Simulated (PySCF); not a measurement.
## Computed structure and properties of [TaO2(OH)2]−

System: [TaO2(OH)2]− (singlet); start: displaced along the imaginary mode (C1). Method: PySCF 2.14.0, RKS B3LYP, Ta def2-SVP with ECP60, O def2-SVP, H def2-SVP; non-relativistic Hamiltonian with scalar-relativistic core potentials where named; density fitting; no spin-orbit coupling.

Input of the relaxation:

```python
mol = gto.M(atom='''
Ta     0.05661     0.05361    -0.09783
O      1.73974    -0.15502     0.51946
O     -0.19131     1.85286     0.05139
O     -1.91599    -0.15278     0.48360
H     -2.22384     0.76489     0.56468
O     -0.17647    -2.04827     0.00199
H      0.69458    -2.40450     0.23434''',
    basis={'Ta': 'def2-SVP', 'O': 'def2-SVP', 'H': 'def2-SVP'},
    ecp={'Ta': 'def2-SVP'},
    charge=-1, spin=0)
mf = dft.RKS(mol, xc='B3LYP')
mf.grids.atom_grid = (50, 194)
mf = mf.density_fit()  # fitting sets: Ta def2-universal-JKFIT, O def2-universal-JKFIT, H def2-universal-JKFIT
mf.conv_tol = 1e-08; mf.max_cycle = 55
mf.kernel(dm0)  # dm0: converged density of the start geometry
# quasi-Newton relaxation in Cartesian coordinates to a largest gradient under 0.00045 Eh/bohr, steps kept in the point group
```

Run from Python with OMP_NUM_THREADS=2; the lines above give its settings. Where DIIS fails, smearing, a level shift and second-order steps follow.
It took 120 s on 2 threads of Arm Neoverse V1, on a shared host, from the converged density of the start.

Course of the relaxation:

```json
{"step": "0", "energy above end (eV)": "3.0514", "largest force component within the symmetry (eV/Å)": "0.991"}
{"step": "1", "energy above end (eV)": "2.5166", "largest force component within the symmetry (eV/Å)": "1.087"}
{"step": "2", "energy above end (eV)": "1.9893", "largest force component within the symmetry (eV/Å)": "3.488"}
{"step": "3", "energy above end (eV)": "1.9247", "largest force component within the symmetry (eV/Å)": "5.753"}
{"step": "4", "energy above end (eV)": "1.8727", "largest force component within the symmetry (eV/Å)": "4.402"}
{"step": "5", "energy above end (eV)": "1.5258", "largest force component within the symmetry (eV/Å)": "3.253"}
{"step": "6", "energy above end (eV)": "1.4498", "largest force component within the symmetry (eV/Å)": "3.571"}
{"step": "7", "energy above end (eV)": "1.3283", "largest force component within the symmetry (eV/Å)": "3.686"}
{"step": "25", "energy above end (eV)": "0.0006", "largest force component within the symmetry (eV/Å)": "0.024"}
{"step": "26", "energy above end (eV)": "0.0004", "largest force component within the symmetry (eV/Å)": "0.030"}
{"step": "27", "energy above end (eV)": "0.0003", "largest force component within the symmetry (eV/Å)": "0.041"}
{"step": "28", "energy above end (eV)": "0.0002", "largest force component within the symmetry (eV/Å)": "0.030"}
{"step": "29", "energy above end (eV)": "0.0001", "largest force component within the symmetry (eV/Å)": "0.022"}
{"step": "30", "energy above end (eV)": "0.0000", "largest force component within the symmetry (eV/Å)": "0.019"}
```
(The steps between are left out.)

Relaxed geometry (C2):

```xyz
7

Ta   -0.0310   -0.0488    0.2311
O     1.3571    0.0736    1.3489
O     0.0449    1.2339   -1.0102
O    -1.7395    0.1666    1.2419
H    -2.3816    0.7960    0.8942
O     0.0438   -1.8408   -0.6455
H     0.6897   -2.4698   -0.3029
```

```
    contact      Å
 Ta1–O2 (O)  1.786
 Ta1–O3 (O)  1.787
Ta1–O4 (OH)  1.997
Ta1–O6 (OH)  1.996
```

On the finer grid (75, 302):

- HOMO: -1.74 eV
- LUMO: 3.96 eV
- Dipole about the centre of mass: 3.13 D
- Set of Mulliken populations of Ta1 outside the core potential: s 2.41, p 6.55, d 3.16, f 0.21
- D3(BJ) dispersion energy (not in the energies): -0.232 eV

```csv
atom,Mulliken (e),Löwdin (e),spin (e)
Ta1,0.68,-0.04,0.00
O2,-0.51,-0.32,0.00
O3,-0.51,-0.32,0.00
O4,-0.51,-0.24,0.00
H5,0.18,0.08,0.00
O6,-0.51,-0.24,0.00
H7,0.18,0.08,0.00
```

On the grid (50, 194), as all that follows. Harmonic modes: a minimum; lowest 156 cm⁻¹ (negative: unstable), highest 3872 cm⁻¹, zero-point energy 0.840 eV.

Rigid scan of O along the line from its metal:

| distance to O2 (Å) | energy (eV) |
| --- | --- |
| 1.49 | 3.251 |
| 1.59 | 1.209 |
| 1.69 | 0.255 |
| 1.79 | 0.000 |
| 1.89 | 0.183 |
| 1.99 | 0.631 |
| 2.09 | 1.229 |
| 2.24 | 2.249 |

Taking off one OH (charge -1, singlet; the rest: singlet) in vacuum, both parts rigid, costs 7.83 eV; the small basis without counterpoise inflates it.

Rigid scan of OH along the line from its metal:

(distance to O4 (Å), energy (eV)): (1.70, 1.556), (1.80, 0.581), (1.90, 0.123), (2.00, 0.000), (2.10, 0.090), (2.20, 0.310), (2.40, 0.940), (2.70, 1.974), (3.10, 3.134), (3.60, 4.131)

One start shape was tried, so this needn't be the lowest isomer.
